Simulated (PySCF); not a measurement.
Two-component Hartree-Fock for Ta+ (tantalum, charge +1)

Start: [Xe] 4f14 5d3 6s1; 5d3/2 filled at m_j = -1/2, +1/2, +3/2; 6s1/2 filled at m_j = -1/2. Calculated with PySCF 2.14 in x2c-TZVPall-2c: generalised Hartree-Fock with the X2C-1e Hamiltonian and a Gaussian nucleus; one run each with spin-orbit coupling (SO) switched off, then screened by Boettger's factors.

```csv
spinor shell,electrons,"ε, spin-free (eV)","ε, screened SO (eV)",weight of nominal j (screened SO),"rms radius, screened SO (bohr)"
1s1/2,2,-67782.5,-67762.5,1.000,0.0211
2s1/2,2,-11791.3,-11784.9,1.000,0.0853
2p1/2,2,-10336.4,-11242.4,1.000,0.0726
2p3/2,4,-10336.4,-9966.6,1.000,0.0799
3s1/2,2,-2767.6,-2765.4,1.000,0.218
3p1/2,2,-2327.3,-2524.6,1.000,0.210
3p3/2,4,-2327.3,-2245.1,1.000,0.225
3d3/2,4,-1808.2,-1843.2,1.000,0.199
3d5/2,6,-1808.2,-1782.8,1.000,0.203
4s1/2,2,-601.38,-600.58,1.000,0.488
4p1/2,2,-454.31,-500.05,1.000,0.497
4p3/2,4,-454.31,-434.96,1.000,0.530
4d3/2,4,-262.31,-269.33,1.000,0.557
4d5/2,6,-262.31,-256.85,1.000,0.569
5s1/2,2,-94.037,-93.787,1.000,1.19
5p1/2,2,-55.299,-63.013,0.952,1.33
5p3/2,4,-55.299,-51.786,0.975,1.42
4f5/2,6,-47.442,-48.223,0.991,0.705
4f7/2,8,-47.442,-46.107,0.993,0.705
5d3/2,3,-16.150,-16.210,0.691,2.23
6s1/2,1,-14.499,-14.438,1.000,3.35
```

```
   quantity     spin-free   screened SO
E (hartree)  -15592.75202  -15610.11796
        M_J             1             1
       ⟨J²⟩         6.011         5.394
       ⟨L²⟩        12.005        11.989
       ⟨S²⟩         6.005         6.020
```

The determinant has a definite M_J but mixes levels of different J.

Each row is a mean over spinors that exchange with the open shell spreads, by up to 2.838 eV (5s1/2).

Rows whose weight is well below 1 are mixtures of j = l ± 1/2: exchange outweighs spin-orbit coupling there, and the label is only the starting occupation.

Breit and QED terms are absent; they matter most for the inner s and p1/2 levels.

Densities and radii are taken from the X2C orbitals without a picture-change correction, which distorts them close to the nucleus.

Without spin-orbit coupling the j labels of p, d and f shells carry no meaning; the spin-free column gives the mean over the occupied spinors of each nl shell.
